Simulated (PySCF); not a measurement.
How methods differ on the excitation energy of Nb(2+)

Nb(2+) [Kr] 4d3 (4F) → Nb(2+) [Kr] 4d2 5s1 (4F), as a difference of total energies. Computed with PySCF 2.14 in ANO-RCC-VTZP (7s6p4d2f1g, 68 functions), with the spin-free X2C one-electron Hamiltonian (Gaussian nucleus). Correlated levels: valence: [Kr] frozen; valence and next inner shell: [Ar] 3d10 frozen. The calculations carry no spin-orbit coupling.

```tsv
method	excitation energy (eV)
UHF	3.251
LDA	3.171
PBE	3.313
PBE0	3.456
r2SCAN	3.504
B3LYP	3.237
M06-2X	3.363
M06-L	4.286
MP2 (valence)	3.342
SCS-MP2 (valence)	3.281
MP2 (valence and next inner shell)	3.310
SCS-MP2 (valence and next inner shell)	3.305
```

How much does correlation contribute at MP2 (valence and next inner shell)?

3.310 − (3.251) = 0.059 eV, measured against UHF.

A first-order spin-orbit estimate (lowest level to lowest level, LS coupling) adds -0.014 eV.

The basis was made for the ground configuration and has no added diffuse functions, so the excitation energy can come out too high.
